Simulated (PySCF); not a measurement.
Computed Raman spectrum (relative Raman activity) of a molecule C2H7ClSi. Geometry optimised at r2SCAN-D4/def2-SVP. Other conformers were not sampled. All values below come from r2SCAN-D4/def2-SVP in PySCF. Frequencies are harmonic and unscaled.

ν (cm⁻¹): 507 (vw), 667 (w), 723 (vw), 907 (vw), 1419 (vw), 1422 (w), 1427 (w), 2224 (s), 3034 (vs), 3138 (s), 3151 (s) (against the strongest line: vs over 80 %, s over 45 %, m over 15 %, w over 4 %, vw less)

**Question.** Which structure fits?
(A) CC[SiH2]Cl
(B) [SiH3]CCCl
(C) C[SiH](C)Cl

**Answer.** C, C[SiH](C)Cl
